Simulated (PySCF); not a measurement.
C₇H₁₁N.
Numbering: `[CH:1]#[C:2][CH2:3]/[C:4]([CH2:5][CH3:6])=[N:7]\[CH3:8]` (hydrogens: H9 on C1; H10, H11 on C3; H12, H13 on C5; H14, H15, H16 on C6; H17, H18, H19 on C8)

Structure used (PBE0-D3(BJ)/def2-SVP), in Å, numbered top down from 1:
```xyz
19
C7H11N angstrom
C     -1.065   -3.158    0.577
C     -0.689   -2.237   -0.114
C     -0.239   -1.110   -0.920
C     -0.017    0.148   -0.078
C     -1.139    1.148   -0.113
C     -0.951    2.341    0.801
N      1.014    0.370    0.624
C      2.082   -0.593    0.680
H     -1.401   -3.977    1.186
H     -0.989   -0.902   -1.700
H      0.694   -1.379   -1.443
H     -2.073    0.606    0.128
H     -1.268    1.473   -1.163
H     -0.030    2.885    0.549
H     -1.803    3.032    0.725
H     -0.852    2.018    1.847
H      2.765   -0.342    1.504
H      2.680   -0.575   -0.250
H      1.731   -1.630    0.829
```

Linear response at PBE0/def2-SVPD (PySCF, frozen core in the response, non-relativistic). Isolated species at its PBE0-D3(BJ)/def2-SVP geometry (one conformer only).

Static isotropic polarisability: 91.18 au (13.51 Å³), principal values 76.5, 93.8, 103.3 au.

Question: What is the polarisability at 1064 nm and at the sodium D line?

Answer: 91.95 au at 1064 nm (+0.9 %), 93.80 au at 589.3 nm (+2.9 %). The rise at 589.3 nm is 3.37 times that at 1064 nm; a pure ω² law gives 3.26. The lowest singlet lies at 253 nm, shorter than both wavelengths.

Question: What is the isotropic C6 coefficient between two such molecules, C6 = (3/π)∫α(iω)² dω?

Answer: 3411 au (Eh·bohr⁶) by a ten-point quadrature over imaginary frequencies, which is 2040 eV·Å⁶ or 197 J·nm⁶/mol.

Question: Which effective excitation energy ω̄ makes London's formula C6 = (3/4)α²ω̄ exact here?

Answer: ω̄ = 4·C6/(3α²) = 0.547 Eh = 14.9 eV. A one-pole form α(ω) = α/(1 − ω²/ω̄²) fitted to the 1064 nm value gives 12.7 eV.

Question: How many electrons N does the Slater–Kirkwood formula C6 = (3/4)·√N·α^(3/2) need to give this C6?

Answer: N = (4·C6/3)²/α³ = 27.3; the species has 60 electrons in all.

Question: What three-body coefficient follows from the one-pole estimate C9 = (3/4)·α·C6?

Answer: 233000 au. This is an estimate from the two numbers above, not a computed integral.

Question: What n − 1 at the D line would an ideal gas of it have at 273.15 K and 1 atm (2.6868 × 10¹⁹ cm⁻³), by n − 1 = 2π·N·α′?

Answer: 23.46 × 10⁻⁴, a formal value whether or not that pressure can be reached.

Question: How anisotropic is the static polarisability, by Δα² = ½[(α1 − α2)² + (α2 − α3)² + (α3 − α1)²]?

Answer: Δα = 23.5 au, or 0.26 of the isotropic value.
